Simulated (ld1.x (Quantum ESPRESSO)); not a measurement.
# Te, TM: configuration errors across variants

ld1.x (Quantum ESPRESSO) 7.5 input, shortened:

```
&input
   title='Te', zed=52., rel=1, dft='PZ', iswitch=3,
   config='[Kr] 4d10 5s1 5p5'
 /
 &inputp
   pseudotype=2, tm=.true., lloc=0,
   nlcc=.true.
 /
2
5P  2  1   5.00   0.00  2.20  2.20  0.0
5S  1  0   1.00   0.00  1.70  1.70  0.0
 &test
   configts(1)='5s1 5p5'
 /
```

All-electron excitation energies from the reference (eV): (1) 5s2 5p4 -9.353; (2) 5s2 5p3 0.563; (3) 5s2 5p2 18.737; (4) 5s2 5p4.3 -10.869; (5) 5s1 5p4 10.493; (6) 5s2 5p3.5 -5.368; (7) 5s2 5p0 82.875; (8) 5s1 5p5 spin -0.539; (9) 5s2 5p4 spin -9.832.

Spin tests fill each open shell by Hund’s rule, majority spin first.

The default core radius of the base comes out at 1.51 bohr.

2 further variants failed, have other tests or too few solved ones, and are left out.

A true bound ghost makes a file unfit for plane-wave use even where its test errors are small: the radial tests pick states by their node count and pass the ghost by.

Errors AE − PS in meV (a dash: test not solved or not reliable):

| change | (1) | (2) | (3) | (4) | (5) | (6) | (7) | (8) | (9) | bound ghosts |
| --- | --- | --- | --- | --- | --- | --- | --- | --- | --- | --- |
| base | -7.7 | -7.3 | -14 | -7.8 | -3.8 | -7.4 | -146 | +8.4 | -3.7 | none |
| wave 5p (bound): rc 2.20 bohr becomes 5p (bound): rc 3.36 bohr | +12 | +0.1 | -52 | +14 | -5.9 | +8.3 | -619 | +2.4 | -0.2 | none |
| core correction none | +7.7 | +6.6 | +19 | +8.6 | +2.3 | +6.5 | +213 | +218 | +91 | none |
| wave 5s (bound): rc 1.70 bohr becomes 5s (bound): rc 2.34 bohr | -17 | -16 | -15 | -16 | -2.8 | -17 | -86 | +0.7 | -12 | none |

(1) Give the same row for: type ultrasoft; waves now 5s (bound): rcut 1.50, rcutus 1.70 bohr; 5s channel at -0.2 Ry: rcut 1.50, rcutus 1.70 bohr; 5p (bound): rcut 1.90, rcutus 2.20 bohr; 5p channel at 1 Ry: rcut 1.90, rcutus 2.20 bohr; local potential all-electron potential smoothed inside 1.50 bohr (lloc = -1); augmentation PSQ, inside the norm-conserving radii.

Results:

(1) -22, -14, -20, -24, -7.6, -18, –, –, –; bound ghosts: s, d.
